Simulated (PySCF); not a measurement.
# Computed records: CH6AlBN, AlB2H4O, Al2H3O2, AlBH4NO and others

All values are calculated (PySCF 2.14.0). Calculation on a computer-drawn molecule: optimised geometry and harmonic frequencies of an isolated molecule of the commonest isotopes, restricted reference for singlets and unrestricted otherwise, frozen core in MP2.

Common to all runs: basis cc-pV(D+d)Z.

(1) CH6AlBN

Start structure:
```xyz
10
CH6AlBN
B      0.1810     0.7358    -2.0112
N      0.0479     0.0321    -1.0560
C     -0.2013    -1.3140    -0.5039
Al     0.0001     0.9389     0.7823
H      0.4315     1.3672    -2.9529
H      0.5765    -1.5974     0.2554
H     -0.2376    -2.0450    -1.3027
H     -1.1501    -1.3915     0.0152
H      0.1725     2.4894     0.7232
H     -0.2620     0.0471     1.9954
```

| Property | Result |
| --- | --- |
| charge | 1 |
| multiplicity | 1 |
| method | HF |
| rotational constants | 9.489, 4.603, 3.161 GHz |
| total energy | -362.2038 hartree |
| convergence status largest gradient component | 9.985e-06 hartree/bohr |

Drawn bonds:
| atom | other atom | order |
| --- | --- | --- |
| 1 | 2 | 1 |
| 2 | 3 | 1 |
| 2 | 4 | 1 |
| 1 | 5 | 1 |
| 3 | 6 | 1 |
| 3 | 7 | 1 |
| 3 | 8 | 1 |
| 4 | 9 | 1 |
| 4 | 10 | 1 |

Optimised structure:
```xyz
10
CH6AlBN
B      0.1988     0.6721    -1.8332
N      0.0028     0.0460    -0.7162
C     -0.2124    -1.4389    -0.5800
Al    -0.0059     1.1427     0.8752
H      0.3791     1.2800    -2.8174
H      0.5716    -1.8465     0.0513
H     -0.1807    -1.9168    -1.5545
H     -1.1826    -1.6082    -0.1225
H      0.2350     2.6306     0.4863
H     -0.2472     0.3016     2.1557
```

Modes:
| frequency (cm⁻¹) | reduced mass (dalton) |
| --- | --- |
| 96.17 | 1.034 |
| 187.4 | 2.493 |
| 209.6 | 1.074 |
| 237.2 | 2.714 |
| 288.7 | 3.091 |
| 494 | 2.926 |
| 564 | 1.591 |
| 634.4 | 1.161 |
| 770.4 | 1.112 |
| 823.1 | 1.377 |
| 834.3 | 1.808 |
| 982.5 | 3.66 |
| 1216 | 1.259 |
| 1236 | 1.271 |
| 1546 | 1.218 |
| 1593 | 1.042 |
| 1599 | 1.053 |
| 1707 | 4.053 |
| 2089 | 1.021 |
| 2131 | 1.065 |
| 2996 | 1.152 |
| 3233 | 1.03 |
| 3344 | 1.111 |
| 3346 | 1.111 |

(2) AlB2H4O

Start structure:
```xyz
8
AlB2H4O
O     -0.8779     0.9385     2.7497
B     -0.5350     0.6755     1.6083
B     -0.1724     0.3439     0.1776
Al    -1.2632     0.8312    -1.7682
H     -1.0999     1.1792     3.6587
H      0.7996    -0.2040    -0.1798
H     -2.4149     0.0723    -2.3421
H     -0.8412     2.0803    -2.6614
```

| Property | Result |
| --- | --- |
| charge | 1 |
| multiplicity | 1 |
| method | HF |
| rotational constants | 22.75, 1.923, 1.825 GHz |
| total energy | -368.2161 hartree |
| convergence status largest gradient component | 2.237e-05 hartree/bohr |

Drawn bonds:
| atom | other atom | order |
| --- | --- | --- |
| 1 | 2 | 1 |
| 2 | 3 | 1 |
| 3 | 4 | 1 |
| 1 | 5 | 1 |
| 3 | 6 | 1 |
| 4 | 7 | 1 |
| 4 | 8 | 1 |

Optimised structure:
```xyz
8
AlB2H4O
O     -1.0851     1.1341     2.6909
B     -0.6410     0.7601     1.5906
B     -0.1991     0.3467     0.0068
Al    -1.2789     0.8745    -1.8282
H     -0.8076     1.0352     3.5991
H      0.8090    -0.2956    -0.0451
H     -2.3575    -0.1644    -2.2838
H     -0.8446     2.2263    -2.4875
```

Modes:
| frequency (cm⁻¹) | reduced mass (dalton) |
| --- | --- |
| 103.1 | 5.461 |
| 121.4 | 1.147 |
| 275.6 | 1.054 |
| 343.8 | 3.387 |
| 357.2 | 1.109 |
| 368.1 | 3.436 |
| 453.9 | 2.389 |
| 562.9 | 1.264 |
| 645 | 1.521 |
| 720.9 | 1.787 |
| 749.3 | 4.364 |
| 787.7 | 1.073 |
| 923.7 | 1.48 |
| 1815 | 9.123 |
| 2046 | 1.02 |
| 2068 | 1.065 |
| 2748 | 1.089 |
| 4037 | 1.072 |

(3) Al2H3O2

Start structure:
```xyz
7
Al2H3O2
O      2.3740    -0.5871     2.7551
Al     2.0739    -0.9641     1.2194
Al     1.4740    -1.5571    -1.3064
O     -0.1349    -1.1809    -1.3454
H      2.5266    -0.3603     3.6556
H      2.5526    -2.1008    -2.2783
H     -0.8574    -1.1837    -1.9545
```

| Quantity | Value |
| --- | --- |
| charge | 1 |
| multiplicity | 1 |
| method | MP2 |
| rotational constants | 15.11, 1.678, 1.511 GHz |
| total energy | -635.6720 hartree |
| convergence status largest gradient component | 2.397e-05 hartree/bohr |

Drawn bonds:
| atom | other atom | order |
| --- | --- | --- |
| 1 | 2 | 1 |
| 2 | 3 | 1 |
| 3 | 4 | 1 |
| 1 | 5 | 1 |
| 3 | 6 | 1 |
| 4 | 7 | 1 |

Optimised structure:
```xyz
7
Al2H3O2
O      2.3684    -0.5876     2.7485
Al     2.0792    -0.9724     1.1932
Al     1.4872    -1.5643    -1.3207
O     -0.1445    -1.1560    -1.2699
H      2.4971    -0.3499     3.6686
H      2.5465    -2.1114    -2.3186
H     -0.8252    -1.1923    -1.9557
```

Modes:
| frequency (cm⁻¹) | reduced mass (dalton) |
| --- | --- |
| 69.26 | 5.743 |
| 107.2 | 8.582 |
| 151.2 | 13.84 |
| 287.6 | 1.736 |
| 298 | 1.105 |
| 299.7 | 2.305 |
| 414.1 | 1.122 |
| 459.1 | 1.223 |
| 537.1 | 1.093 |
| 604 | 1.263 |
| 904 | 5.737 |
| 1017 | 11.19 |
| 2076 | 1.047 |
| 3891 | 1.068 |
| 4002 | 1.073 |

(4) AlBH4NO

Start structure:
```xyz
8
AlBH4NO
N     -0.6040     0.5415     0.6671
Al    -1.4310    -0.9112     0.0336
B     -0.5240    -1.9074    -1.4573
O     -0.7724    -3.0467    -2.1555
H      0.2574     1.0502     0.3815
H     -1.0298     1.1624     1.3580
H     -2.7198    -1.1668     0.7812
H     -0.2204    -3.4106    -2.9212
```

| Item | Value |
| --- | --- |
| charge | 0 |
| multiplicity | 2 |
| method | HF |
| rotational constants | 20.36, 2.391, 2.163 GHz |
| total energy | -398.2733 hartree |
| spin squared | 0.7635 |
| convergence status largest gradient component | 4.331e-05 hartree/bohr |

Drawn bonds:
| atom | other atom | order |
| --- | --- | --- |
| 1 | 2 | 1 |
| 2 | 3 | 1 |
| 3 | 4 | 1 |
| 1 | 5 | 1 |
| 1 | 6 | 1 |
| 2 | 7 | 1 |
| 4 | 8 | 1 |

Optimised structure:
```xyz
8
AlBH4NO
N     -0.5934     0.5548     0.6202
Al    -1.4800    -0.9057     0.1547
B     -0.8611    -2.0658    -1.4430
O     -0.2244    -3.0644    -2.0394
H      0.3105     0.8347     0.2894
H     -0.9375     1.2391     1.2678
H     -2.8927    -1.1677     0.8139
H     -0.3654    -3.1135    -2.9763
```

Modes:
| frequency (cm⁻¹) | reduced mass (dalton) |
| --- | --- |
| 100.6 | 5.361 |
| 128.8 | 4.049 |
| 269.7 | 2.826 |
| 315.2 | 1.348 |
| 405.4 | 1.272 |
| 435.4 | 1.529 |
| 472.3 | 2.824 |
| 536.7 | 1.1 |
| 614.4 | 1.158 |
| 776.9 | 1.36 |
| 841 | 5.114 |
| 1081 | 1.162 |
| 1473 | 10.72 |
| 1676 | 1.11 |
| 1982 | 1.042 |
| 3778 | 1.052 |
| 3860 | 1.093 |
| 4099 | 1.066 |

(5) B2H5OSi

Start structure:
```xyz
9
B2H5OSi
B      0.5780     2.4145     0.7237
O     -0.5809     2.3116     1.2877
B     -1.7934     2.2394     1.7601
Si    -2.9320     0.5948     1.3744
H      1.6139     2.0792     1.0532
H     -2.2029     3.1793     2.4619
H     -4.2064     0.9766     0.6271
H     -2.2351    -0.2699     0.4280
H     -3.2993    -0.1475     2.5104
```

| Property | Result |
| --- | --- |
| charge | 0 |
| multiplicity | 2 |
| method | HF |
| total energy | withheld |
| rotational constants | withheld |

Drawn bonds:
| atom | other atom | order |
| --- | --- | --- |
| 1 | 2 | 1 |
| 2 | 3 | 1 |
| 3 | 4 | 1 |
| 1 | 5 | 1 |
| 3 | 6 | 1 |
| 4 | 7 | 1 |
| 4 | 8 | 1 |
| 4 | 9 | 1 |

**Q.** Give the missing total energy for B2H5OSi (entry 5).
**A.** -416.0771 hartree

**Q.** Give the missing rotational constants for B2H5OSi (entry 5).
**A.** 19.61, 2.664, 2.43 GHz

Further results for B2H5OSi (entry 5):

| Quantity | Value |
| --- | --- |
| spin squared | 0.7542 |
| convergence status largest gradient component | 3.635e-05 hartree/bohr |

Optimised structure:
```xyz
9
B2H5OSi
B      0.5511     2.4087     0.6332
O     -0.5282     2.3659     1.4003
B     -1.8088     2.2396     1.8073
Si    -2.9398     0.6031     1.3055
H      1.6329     2.0534     1.0179
H     -2.2430     3.1233     2.4985
H     -4.1723     1.0418     0.6016
H     -2.1994    -0.3366     0.4264
H     -3.3507    -0.1213     2.5357
```

Modes:
| frequency (cm⁻¹) | reduced mass (dalton) |
| --- | --- |
| 43.14 | 5.769 |
| 49.07 | 1.16 |
| 122.9 | 2.939 |
| 246.7 | 3.331 |
| 368.6 | 1.215 |
| 512.4 | 1.134 |
| 525 | 1.89 |
| 721 | 2.022 |
| 867.3 | 1.569 |
| 986.7 | 1.177 |
| 992.1 | 1.532 |
| 1023 | 1.045 |
| 1026 | 1.036 |
| 1092 | 1.589 |
| 1253 | 1.784 |
| 1572 | 11.64 |
| 2288 | 1.05 |
| 2292 | 1.048 |
| 2298 | 1.022 |
| 2675 | 1.09 |
| 2688 | 1.095 |
